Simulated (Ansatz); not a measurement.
`[SnH3][I]`. Charge 0, multiplicity 1. Sn, I: def2 effective core potential.

What are the harmonic wavenumbers in cm⁻¹ at PBE0-D4/def2-TZVP (Ansatz, finite differences of forces, unscaled)? (An estimate is asked.)

Ansatz gave: 206, 452, 452, 682, 707, 708, 1963, 1972, 1972.

Is this a minimum?

Yes, all 9 modes are real.

Give the ideal-gas thermochemistry at 298.15 K and 1 bar (rigid rotor, harmonic oscillator; point group C3v, symmetry number 3).

Zero-point energy 54.5 kJ/mol; H(298) − E = 68.1 kJ/mol; entropy 295.8 J/(mol·K), of which translation 177.6, rotation 98.9, vibration 19.2; G(298) − E = -20.0 kJ/mol.
